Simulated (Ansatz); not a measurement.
## Worked example: InH2Br + C2H6MgN → InHBr + C2H7MgN

Species: InH2Br `[Br][InH2]`, singlet; C2H6MgN `C[N](C)[Mg]`, doublet; InHBr `[Br][InH]`, doublet; C2H7MgN `C[N](C)[MgH]`, singlet. A radical takes H: the energy is the difference in strength between the In–H bond broken and the Mg–H bond made.

Shapes, held fixed at every level: PBE0-D4/def2-TZVP. Programs: Ansatz 0.2.0. The zero-point and thermal change to 298 K, harmonic and unscaled (PBE0-D4/def2-TZVP), is -4.5 kJ/mol.

At CCSD(T)/def2-TZVPP; 1 Eh = 2625.50 kJ/mol:

```
species   energy (Eh)
 InH2Br  -2763.423382
C2H6MgN   -334.126591
  InHBr  -2762.808079
C2H7MgN   -334.739843
```

Q: Work out ΔH(298 K) of the reaction at this level.

A: 
1. Products less reactants: (-2762.808079) + (-334.739843) − [(-2763.423382) + (-334.126591)] = 0.002051 Eh = +5.4 kJ/mol.
2. With the thermal change: +5.4 + (-4.5) = +0.9 kJ/mol.

Other levels give -10.8 (B3LYP-D4/def2-TZVPP) to +1.8 kJ/mol (PBE0-D4/def2-TZVPP). No measured value is set beside it here. Open shells run unrestricted unless RO is named. For atoms past krypton def2 sets carry core potentials with scalar relativity. Relativity is left out for Br unless named. Correlated rows may include outer-core shells of Br, In, Mg, which these sets cover unevenly.
